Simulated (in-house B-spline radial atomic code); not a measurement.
Values are calculated unless marked as measured or tabulated.
# Correlation energy from the adiabatic connection: −V exp(−r²/w²), V = 29.1, w = 0.911

Two electrons in a singlet, external potential −V exp(−r²/w²), V = 29.1, w = 0.911 (atomic units). Full CI in B-splines (partial waves to l = 8, correlation up to 0.6 % small) with the density held fixed gives W(λ) = <V_ee>_λ − U, and E_c is the integral of W(λ) − W(0) from 0 to 1.

```json
{"λ": "0", "W(λ) − W(0) (hartree)": "0.00000"}
{"λ": "0.02", "W(λ) − W(0) (hartree)": "-0.00194"}
{"λ": "0.05", "W(λ) − W(0) (hartree)": "-0.00484"}
{"λ": "0.12", "W(λ) − W(0) (hartree)": "-0.01151"}
{"λ": "0.25", "W(λ) − W(0) (hartree)": "-0.02364"}
{"λ": "0.4", "W(λ) − W(0) (hartree)": "-0.03718"}
{"λ": "0.6", "W(λ) − W(0) (hartree)": "-0.05455"}
{"λ": "0.8", "W(λ) − W(0) (hartree)": "-0.07116"}
{"λ": "1", "W(λ) − W(0) (hartree)": "-0.08705"}
```

Task: Integrate the table by the trapezoid rule.

Result: The strips give -0.00002, -0.00010, -0.00057, -0.00228, -0.00456, -0.00917, -0.01257, -0.01582, which sum to -0.04510 hartree. The direct value, W(1) − W(0) + T_c with T_c = 0.04190, is -0.04515; the curve is convex, so chords lie above it and the trapezoids fall short in size by 0.10 %.

Task: Now use only three numbers: W(0) = -2.0286, the initial slope W'(0) = -0.09729 (extrapolated from the first points) and the strong-coupling limit of the point-charge-plus-continuum model, W∞ = -2.8022. What do second-order theory and the interpolation W(λ) = W∞ + (W(0) − W∞)/√(1 + 2χλ) of Seidl, Perdew and Levy give?

Result: Second order keeps the slope alone: E_c = W'(0)/2 = -0.04865, +8 % in size against -0.04515. Matching the slope fixes χ = W'(0)/(W∞ − W(0)) = -0.09729/(-0.77360) = 0.12576. Integrating, with s = √(1 + 2χ) = 1.118716, E_c = −(W(0) − W∞)(s − 1)/(s + 1) = −0.77360 × 0.118716/2.118716 = -0.04335 hartree, -4.0 % in size against the full result. At λ = 1 the formula gives W − W(0) = -0.08209 against -0.08705. Part of the miss can come from the model's W∞.
